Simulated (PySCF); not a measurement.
**Working out the ionisation energy of S²⁺**

S²⁺ [Ne] 3s2 3p2 (3P) → S³⁺ [Ne] 3s2 3p1 (2P). All numbers are calculated (PySCF 2.14, the non-relativistic Hamiltonian (point nucleus), in aug-cc-pwCVDZ (6s5p3d, 36 functions)). Frozen: [Ne]. Energies in hartree (1 hartree = 27.21139 eV):

```json
{"part": "UHF", "S²⁺ (lower)": "-396.325106", "S³⁺ (upper)": "-395.070349"}
{"part": "CCSD correlation", "S²⁺ (lower)": "-0.078577", "S³⁺ (upper)": "-0.064469"}
{"part": "(T)", "S²⁺ (lower)": "-0.001047", "S³⁺ (upper)": "-0.000652"}
```

**Question.** What does Hartree-Fock give?

**Answer.** (-395.070349) − (-396.325106) = 1.254757 hartree = 34.144 eV.

**Question.** What do CCSD and CCSD(T) give?

**Answer.** The CCSD correlation energies differ by 0.014108 hartree = 0.384 eV and the triples by 0.000395 hartree = 0.011 eV, so CCSD gives 34.528 eV and CCSD(T) 34.539 eV.

A first-order spin-orbit estimate adds -0.008 eV to CCSD(T) (valence), giving 34.531 eV against 34.86 ± 0.04 eV (semi-empirical (NIST evaluation); NIST Atomic Spectra Database, ionization energies).

A double-zeta basis recovers only part of the correlation energy.

What remains against the reference includes basis incompleteness, the frozen core and higher excitations.
